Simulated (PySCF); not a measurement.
C4H4ClF, SMILES C=C/C(=C/Cl)F. Coordinates come from a PBE-D3(BJ)/def2-SVP optimisation. The values are those of a single conformer.

Method: PBE-D3(BJ)/def2-SVP run with PySCF.

Harmonic wavenumbers (cm⁻¹): 111, 161, 248, 265, 402, 501, 618, 700, 755, 831, 889, 897, 973, 1006, 1153, 1262, 1319, 1391, 1615, 1663, 3093, 3111, 3161, 3198. Rotational constants (GHz): 9.766, 1.404, 1.227; symmetry number 1.

Question: Work out the zero-point energy and the ideal-gas rigid-rotor harmonic-oscillator thermochemistry at 298.15 K and 1 atm.

Answer: ZPE = ½ Σ hcν = ½ × 29323 cm⁻¹ = 41.92 kcal/mol. H − E(el) = 46.48 kcal/mol. Entropy in cal/(mol K): translation 39.91, rotation 27.35, vibration 12.55, total 79.81. G − E(el) = 22.69 kcal/mol. Cp = 23.69 cal/(mol K). Modes under 150 cm⁻¹ make the vibrational entropy uncertain.
